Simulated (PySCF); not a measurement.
Species: C₈H₆N (doublet state).
SMILES with atom numbers: `[CH:1]#[C:2][c:3]1[cH:4][cH:5][cH:6][cH:7][c:8]1[NH:9]` (hydrogens: H10 on C1; H11 on C4; H12 on C5; H13 on C6; H14 on C7; H15 on N9)

Geometry (GFN2-xTB, Å), atoms numbered from 1 in this order:
```xyz
15
C8H6N angstrom
C      3.0841   -0.8120   -0.5424
C      1.9074   -0.6008   -0.3935
C      0.5515   -0.3014   -0.1896
C     -0.4418   -1.1431   -0.6678
C     -1.7779   -0.8449   -0.4663
C     -2.1475    0.3158    0.2276
C     -1.1979    1.1675    0.7130
C      0.2003    0.9098    0.5327
N      1.0455    1.7669    1.0202
H      4.1027   -1.0194   -0.6856
H     -0.1586   -2.0393   -1.2023
H     -2.5394   -1.5094   -0.8459
H     -3.1960    0.5304    0.3745
H     -1.4570    2.0662    1.2497
H      2.0202    1.5217    0.8539
```

The hyperfine couplings belong to this conformer and change with its torsions.

Computed with UKS B3LYP, pcH-1 on C H N, non-relativistic, mean-field spin-orbit, GIAO in PySCF 2.14.0. One conformer (not necessarily the lowest) at the GFN2-xTB geometry, without solvent, vibrations or thermal averaging. The geometry wasn't refined by DFT: couplings that depend on bond lengths, twists or pyramidal angles can differ widely from those at the functional's own minimum. No stability test was run, so a lower SCF solution isn't excluded. ⟨S²⟩ is 0.791 where a pure state has 0.75.

Problem. Break the g tensor into its mass correction, gauge correction and orbital-Zeeman/spin–orbit terms.

Solution. 
```csv
Δg (ppm),1,2,3
relativistic mass correction,-180,-180,-180
gauge correction,-13,37,36
orbital Zeeman/spin–orbit,7,962,2992
total,-185,819,2849
```

So g = 2.00213, 2.00314, 2.00517 and g_iso = 2.00348; the tensor is rhombic: the two nearest values differ by 33 % of g3 − g1. Axes: g1 is normal to the molecular plane and g2 points within 1° of the C3–C8 bond.

Problem. What effective moment and Curie constant follow for a powder?

Solution. With the mean of g² = 4.0139 and S(S+1) = 0.75: μ_eff = √(⟨g²⟩S(S+1)) = 1.735 μB and χT = 0.12505·⟨g²⟩·S(S+1) = 0.376 cm³ K/mol (cgs; spin-Hamiltonian part alone).

Problem. At 9.779 GHz, how far is the centre of the isotropic spectrum from where a free electron (g = 2.002319) resonates?

Solution. B = hν/(g μB) with μB/h = 13.99624 MHz/mT gives 348.94 mT for the free electron and 348.74 mT at g_iso, 0.20 mT lower.

Problem. In a frozen sample, at which fields do the three g values resonate at 9.5, 34, 94 and 263 GHz (hyperfine left aside), and which band first spreads them over more than twice a line width of 1.0 mT?

Solution. 
| band | GHz | B(g3) mT | B(g2) mT | B(g1) mT | spread mT |
| --- | --- | --- | --- | --- | --- |
| X | 9.5 | 338.50 | 338.84 | 339.01 | 0.51 |
| Q | 34.0 | 1211.48 | 1212.71 | 1213.32 | 1.84 |
| W | 94.0 | 3349.39 | 3352.78 | 3354.46 | 5.08 |
| J | 263.0 | 9371.16 | 9380.66 | 9385.36 | 14.20 |

The spread grows in proportion to the frequency. W band is the first where it exceeds 2.0 mT.

Largest spin populations (Mulliken): N9 (+0.55), C5 (+0.34), C3 (+0.30) and C7 (+0.29).

The HOMO–LUMO gaps are 4.62 eV among the α and 3.54 eV among the β orbitals.
